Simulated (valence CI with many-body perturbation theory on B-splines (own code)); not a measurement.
## From CI to CI+MBPT in Tb²³⁺

Calculated by configuration interaction combined with many-body perturbation theory (CI+MBPT): six valence electrons over a frozen Dirac-Fock core [Kr], radial functions for each j: 7 s, 7 p, 8 d, 6 f, 4 g, 1 h, with the one-electron correlation potential Σ1, the two-electron term Σ2, the three-electron term Σ3, Breit, model QED; selected CI, second order for the rest, scaled by the run's own slope (own B-spline code, finite nucleus).

No measured levels were compared; by estimate terms of the open shell hold to 2 to 4 % of their energy, and close levels can change places. Core correlation moves these levels by up to 9000 cm⁻¹, and in measured spectra 5 to 20 % of such shifts remained as error; rates that hang on mixing are uncertain with them. Among the levels kept, up to 860 cm⁻¹ of a level comes from second order outside the variational space, and about a tenth of that is noise between levels of different J, which matters for small intervals. Only levels of the ground parity were solved; by the run's estimate the other parity begins above the list, which can be wrong where configurations are misplaced.

Each rung adds one term. CI alone is the Dirac-Coulomb CI over the frozen core; QED comes last and gives the full result, which names the levels. Energies are above (4d3/2^4 4d5/2^2) J=4 on the same rung, in cm⁻¹. A blank means that the level has no clear partner on that rung.

Levels are named by their leading jj configuration (3d3/2^4 stands for four electrons in 3d with j = 3/2), which in mixed levels can hold well under half, so a name can repeat and another be missing. Letters in brackets count levels of one name in rising energy.

| Level | CI alone | Σ1 | Σ2 | Σ3 | Breit | QED | Full |
| --- | --- | --- | --- | --- | --- | --- | --- |
| (4d3/2^4 4d5/2^2) J=2 | 17882 | -3.9 | +209 | -1522 | +278 | -3.8 | 16838 |
| (4d3/2^4 4d5/2^2) J=0 | 43678 | +171 | +2173 | -1237 | -51 | +58 | 44791 |
| (4d3/2^3 4d5/2^3) J=3 [a] | 45103 | +495 | +1074 | +574 | -1169 | +165 | 46242 |
| (4d3/2^3 4d5/2^3) J=1 [a] | 55530 | +505 | +1705 | -89 | -1027 | +169 | 56794 |
| (4d3/2^3 4d5/2^3) J=4 [a] | 61244 | +396 | -866 | -709 | -972 | +127 | 59219 |
| (4d3/2^3 4d5/2^3) J=5 | 80711 | +485 | -2456 | -1263 | -1404 | +144 | 76218 |
| (4d3/2^3 4d5/2^3) J=6 | 82896 | +509 | -3098 | -1261 | -1691 | +147 | 77502 |
| (4d3/2^3 4d5/2^3) J=2 [a] | 92376 | +506 | -834 | -2719 | -1084 | +155 | 88401 |
| (4d3/2^3 4d5/2^3) J=3 [b] | 94355 | +520 | -972 | -1946 | -1215 | +158 | 90900 |
| (4d3/2^2 4d5/2^4) J=2 [a] | 106687 | +824 | +1200 | -1107 | -1895 | +266 | 105975 |
| (4d3/2^3 4d5/2^3) J=1 [b] | 120130 | +599 | -1511 | -2974 | -1078 | +180 | 115347 |
| (4d3/2^3 4d5/2^3) J=0 |  |  |  | -4746 | -709 | +126 | 116961 |
| (4d3/2^3 4d5/2^3) J=4 [b] | 121487 | +648 | -1195 | -2489 | -1616 | +194 | 117029 |
| (4d3/2^3 4d5/2^3) J=2 [b] | 124644 | +690 | +991 | -2520 | -1657 | +230 | 122379 |
| (4d3/2^2 4d5/2^4) J=0 [a] |  |  |  | -1105 | -1969 | +286 | 125541 |
| (4d3/2^3 4d5/2^3) J=3 [c] | 134171 | +591 | -2254 | -3824 | -1139 | +166 | 127710 |
| (4d3/2^2 4d5/2^4) J=4 [a] | 133867 | +957 | +60 | -1527 | -2561 | +310 | 131107 |
| (4d3/2^2 4d5/2^4) J=5 | 143619 | +1027 | -1304 | -1388 | -2904 | +323 | 139373 |
| (4d3/2^2 4d5/2^4) J=3 [a] | 145216 | +860 | -703 | -2675 | -2174 | +282 | 140805 |

The middle columns are the shifts that each term adds.

**Question.** How does the ionisation energy move along the ladder, and which term matters most?

**Answer.** CI alone 767.91, + Σ1 770.22, + Σ2 773.83, + Σ3 774.28, + Breit 774.07, + QED 774.11 eV. The largest step is Σ2, 3.61 eV. NIST lists 772 ± 4 eV (theoretical).
